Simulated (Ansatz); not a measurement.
`N[Si](N)(Cl)Cl` → Cl₂ + `N[Si]N`  (silylene formation by 1,1-elimination)

Computed with Ansatz on PBE0-D4/def2-TZVP structures; ΔE is electronic, products minus reactants. CCSD(T)/CBS adds triple-zeta CCSD(T) − MP2 to the extrapolated MP2 energy (def2 sets, frozen cores). This one scheme is used for every species. Functionals use def2-TZVPP. One conformer a species, not always the lowest.

`N[Si](N)(Cl)Cl`:

Z-matrix (Å, degrees):
```
Si
N 1 1.689
Cl 1 2.056 2 104.7
N 1 1.689 2 109.0 3 125.5
Cl 1 2.056 2 116.6 3 -116.3
H 2 1.006 1 120.6 3 31.9
H 2 1.007 1 120.0 3 -179.4
H 4 1.007 1 120.0 2 -53.9
H 4 1.006 1 120.6 2 157.4
```

Cl₂:

Cartesian coordinates in Å:
```
Cl 0.569 -0.722 -0.371
Cl -0.569 0.722 0.371
```

`N[Si]N`:

```xyz
7

N    -0.877    0.645    0.740
Si   -0.744    0.029   -0.856
N     0.833   -0.644   -0.790
H    -1.716    1.118    1.033
H    -0.191    0.602    1.479
H     1.471   -0.652   -0.008
H     1.225   -1.098   -1.599
```

```csv
level,ΔE (kJ/mol)
PBE-QIDH,546.5
LC-ωPBE,534.6
MP2/def2-TZVPP,548.4
CCSD/def2-TZVPP,517.7
```

Question: What does CCSD(T)/CBS give? (Estimate.)

Answer: Computed: +520.4 kJ/mol. The listed levels differ from it by 26.1, 14.2, 28.0, -2.7 kJ/mol.

Question: What do rigid-rotor, harmonic-oscillator terms from PBE0-D4/def2-TZVP frequencies (298.15 K, 1 bar) make of the CCSD(T)/CBS value? (Estimate.)

Answer: Computed: ΔZPE = -8.9 kJ/mol, ΔH = +513.4 kJ/mol, ΔS = 150 J/(mol·K), ΔG = +468.6 kJ/mol.

Largest T1 diagnostic among the species: 0.013.

At CCSD(T), def2-SVP lies −13.6 kJ/mol from the extrapolated value and def2-TZVPP −4.1 kJ/mol. From BLYP to BHLYP (50 % exact exchange), in def2-TZVPP and without D4, ΔE moves by +70.3 kJ/mol. The D4 term adds +20.7 kJ/mol with B3LYP and +11.1 kJ/mol with PBE0; it sums over pairs of atoms, weighted by their polarisabilities, and B3LYP, whose exchange is more repulsive, gets the larger term.

B3LYP here is the variant with VWN-RPA as its local correlation; programs differ in this.
